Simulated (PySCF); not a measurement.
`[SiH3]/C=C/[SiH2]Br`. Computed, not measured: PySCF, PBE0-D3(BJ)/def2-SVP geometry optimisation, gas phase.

```
atom  x, y, z in Å
Si1   -1.4551   -0.1153   -0.2928
C2     0.3882   -0.3551   -0.5353
C3     1.3149   -0.0586    0.3907
Si4    3.1559   -0.2963    0.1835
Br5    3.5543   -1.3196   -1.7575
H6    -1.6988    0.4681    1.0607
H7    -2.0060    0.7987   -1.3399
H8    -2.1657   -1.4260   -0.4077
H9     0.7326   -0.7685   -1.4951
H10    0.9898    0.3602    1.3560
H11    3.7116   -1.1488    1.2729
H12    3.8760    1.0099    0.1764
```

Task: Which two atoms are farthest apart?

Result: H7···H11, 6.58 Å; the next longest distance is 6.54 Å.

Task: Give the dihedral angles H10–C3–Si4–H11, Si1–C2–C3–Si4, H9–C2–C3–Si4, H8–Si1–C2–H9, H8–Si1–C2–C3, H10–C3–Si4–H12.

Result: H10–C3–Si4–H11 56° (synclinal); Si1–C2–C3–Si4 180° (antiperiplanar); H9–C2–C3–Si4 0° (synperiplanar); H8–Si1–C2–H9 60° (synclinal); H8–Si1–C2–C3 -119° (anticlinal); H10–C3–Si4–H12 -66° (synclinal). Dihedral signs follow IUPAC: positive where, seen along the central bond, the front bond turns clockwise onto the rear one.

Task: Where is the centre of mass (commonest isotopes), and what is the radius of gyration?

Result: Mass 165.927 u; centre at (2.121, -0.731, -0.861) Å; Rg = √(Σ m r²/M) = 2.264 Å. As Ia + Ib + Ic = 2 Σ m r², the three principal moments sum to 1700.6 u·Å².

Task: What are the angles C2–Si1–H6, H6–Si1–H8, C2–Si1–H8, C2–Si1–H7, C3–C2–H9, C2–C3–H10, C3–Si4–H11, Br5–Si4–H12?

Result: From the scalar product of the two bond vectors; for C2–Si1–H6 it is -0.9173 Å² over 1.8746 × 1.4939 Å², cos θ = -0.3276. C2–Si1–H6 109.1°; H6–Si1–H8 109.5°; C2–Si1–H8 110.2°; C2–Si1–H7 110.5°; C3–C2–H9 117.9°; C2–C3–H10 119.0°; C3–Si4–H11 111.0°; Br5–Si4–H12 108.1°.

Task: How far are the heavy atoms from their best plane (unweighted least squares)?

Result: 0.023 Å rms; Si1 0.01, C2 0.04, C3 0.02, Si4 0.01, Br5 0.01 Å (magnitudes).

Task: What is the repulsion energy of the bare nuclei, Σ ZA·ZB/RAB?

Result: 440.96 Eh over 66 pairs, with full nuclear charges and distances in bohr; the largest single term is 116.27 Eh (Si4 with Br5).

Task: How far apart are these pairs, which share no bond: C2···H7, Br5···H7, Br5···H8, H7···H9?

Result: C2···H7 2.777 Å (2 bonds apart); Br5···H7 5.965 Å (5 bonds apart); Br5···H8 5.878 Å (5 bonds apart); H7···H9 3.159 Å (3 bonds apart).

Task: Write the matrix of distances between heavy atoms (Å, lower triangle).

Result: 
```
Si1   0.000
C2    1.875  0.000
C3    2.854  1.343  0.000
Si4   4.639  2.860  1.868  0.000
Br5   5.356  3.528  3.350  2.230  0.000
```

No PBE0-D3(BJ)/def2-SVP frequencies stand behind this structure, so it isn't proved a minimum. The numbers are those of one conformer.

The run took 92 s wall on one thread of an Arm Neoverse V2 (shared host), and the process peaked at 0.55 GiB of memory. This is the geometry optimisation.
